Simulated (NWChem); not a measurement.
System: CH3AlClFS; SMILES C[S][Al]([F])[Cl]

Input file for NWChem:

```
start job
memory heap 200 mb stack 900 mb global 1100 mb
geometry units angstroms noautoz
  Al    -0.276948     0.397598    -0.000173
  Cl     0.490334     2.333170     0.001375
  F     -1.923901     0.177542    -0.000701
  S      0.990923    -1.339715    -0.000721
  C     -0.266062    -2.677347    -0.003148
  H     -1.289974    -2.282510     0.000159
  H     -0.113056    -3.297256     0.889944
  H     -0.116570    -3.291235    -0.900962
end
basis spherical
  Al library 3-21g
  Cl library 3-21g
  F library 3-21g
  S library 3-21g
  C library 3-21g
  H library 3-21g
end
dft
  xc b3lyp
  iterations 150
  mulliken
end
task dft energy
```

The geometry was optimised at PBE0/def2-SVP.

Give the results of this calculation. (B3LYP/3-21G.) Quantities: basis functions; energy (Ha); highest occupied level (eV); orbital gap (eV); dipole (D).

The number of basis functions is 63, the energy (Ha) is -1234.51 and the highest occupied level (eV) comes out as -7.47. The orbital gap (eV) comes out as 6.01 and the dipole (D) is 2.73.
